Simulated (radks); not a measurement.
The numbers below are computed, except where a source is named.
Question: The tin anion Sn4-, [Xe], held by a Watson sphere: a shell of charge +3.47 at radius R that stands for the Madelung well of a crystal (potential energy -3.47/R inside, -3.47/r outside, in hartree with lengths in bohr). Code: a radial shooting solver on a logarithmic mesh with Libxc functionals. Model: scalar-relativistic Kohn-Sham, PBEsol, spin-polarised, spherical densities, finite nucleus; Fermi nuclear charge, rms radius of each element as measured or else 0.836 A^(1/3) + 0.57 fm. Response by self-consistent Sternheimer equations with the Hartree and adiabatic LDA kernel, the relativistic mass of each level held fixed and spin-orbit coupling left out. The sphere does not respond.

R (bohr)  e(4d) (eV)  e(5s) (eV)  e(5p) (eV)  <r> 5p (bohr)  sum of <r^2> (bohr^2)  X-ray form factor at sin(theta)/lambda = 0.1 1/angstrom  alpha (bohr^3)
2.78         -22.102      -9.505      -3.002          3.121                  105.1                                                   48.078           84.49
3.82         -21.011      -7.634      -2.166          3.692                  134.8                                                   47.249           170.2
3.98         -20.981      -7.444      -2.054          3.784                  140.0                                                   47.140           189.8
4.86         -21.023      -6.755      -1.555          4.302                  171.1                                                   46.646           339.6
5.27         -21.102      -6.595      -1.385          4.549                  187.5                                                   46.480           437.5

Estimate the row for R = 5.58 bohr.

Answer: e(4d) (eV) -21.172; e(5s) (eV) -6.523; e(5p) (eV) -1.279; <r> 5p (bohr) 4.737; sum of <r^2> (bohr^2) 200.6; X-ray form factor at sin(theta)/lambda = 0.1 1/angstrom 46.380; alpha (bohr^3) 524.6.
